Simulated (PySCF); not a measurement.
## Radial density of Li (lithium, neutral)

UHF, [He] 2s1, 2S determinant. Calculation: PySCF 2.14, in aug-cc-pVTZ-DK (5s4p3d2f, 46 functions); the spin-free X2C one-electron Hamiltonian (Gaussian nucleus).

```csv
r (bohr),4πr²ρ (e/bohr),4πr²(ρα − ρβ)
0.00985,0.01604,0.0003
0.0166,0.04335,0.0007
0.0279,0.1145,0.0020
0.0469,0.2887,0.0049
0.0788,0.6760,0.0112
0.133,1.395,0.0224
0.223,2.346,0.0346
0.375,2.836,0.0330
0.631,2.023,0.0067
1.06,0.6351,0.0072
1.78,0.1823,0.1329
3.00,0.2736,0.2732
5.05,0.1441,0.1441
8.49,0.01220,0.0122
14.3,2.998e-05,0.0000
```

Densities and radii are taken from the X2C orbitals without a picture-change correction, which distorts them close to the nucleus.
